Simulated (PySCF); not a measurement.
Delta-SCF ions had no search for a lower state. Excitations are Tamm–Dancoff values on a coarser integration grid. The basis has no diffuse functions, so Rydberg states are missing or too high.

Z-matrix (Å, degrees):
```
Ga
O 1 1.7836
H 2 0.9609 1 112.39
O 1 1.7926 2 111.03 3 0.17
H 4 0.9588 1 114.99 2 179.66
Si 1 2.3924 2 121.44 3 -179.46
H 6 1.4854 1 110.32 2 -46.60
H 6 1.4866 7 109.11 1 -120.49
H 6 1.4871 7 109.04 8 -118.51
```
Charge 0, spin multiplicity 1.

### Question
What is the computed HOMO, S1 excitation (TDA), S1 oscillator strength, vertical ionisation energy (Delta-SCF) and dipole moment (TPSSh-D3(BJ)/def2-TZVP // PBE0-D3(BJ)/def2-TZVP (PySCF))?

### Answer

* **HOMO**: -7.55 eV
* **S1 excitation (TDA)**: 5.82 eV
* **S1 oscillator strength**: 0.029
* **vertical ionisation energy (Delta-SCF)**: 10.07 eV
* **dipole moment**: 1.86 D
